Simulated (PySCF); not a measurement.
Dipole response of Rh³⁺ (rhodium, charge +3)

[Kr] 4d6, high-spin 5D determinant. All numbers are calculated (PySCF 2.14, the spin-free X2C one-electron Hamiltonian (Gaussian nucleus), in aug-cc-pwCVTZ-DK (11s10p8d4f3g, 136 functions)). Coupled (time-dependent) response in atomic units; α is the mean over directions.

| method | mean α (bohr³) | α xx, yy, zz | C₆ (like pair) | S(−4) |
| --- | --- | --- | --- | --- |
| MN15 | 4.716 | 4.852, 4.852, 4.445 | 21.25 | 4.612 |

S(−4) is the Cauchy moment in α(ω) = α(0) + S(−4) ω² + …

Spin-orbit coupling is absent.

α(iu) at MN15:

```csv
u (hartree),α(iu) (bohr³)
0,4.716
0.0500,4.705
0.100,4.671
0.200,4.543
0.300,4.355
0.500,3.891
0.750,3.305
1.00,2.795
1.50,2.024
2.00,1.504
3.00,0.9000
5.00,0.4175
```

A single London oscillator, α(iu) = α/(1 + u²/ω²), gives C₆ = (3/4) ω α². Matching the computed C₆ needs ω = 4 × 21.25 / (3 × 4.716²) = 1.27 hartree.

For an ion, C₆ is the dispersion term alone; charge-induced terms of lower order in 1/R come first.

The components differ because the open shell of this determinant is not spherical; for a pure term their mean is the scalar polarisability.
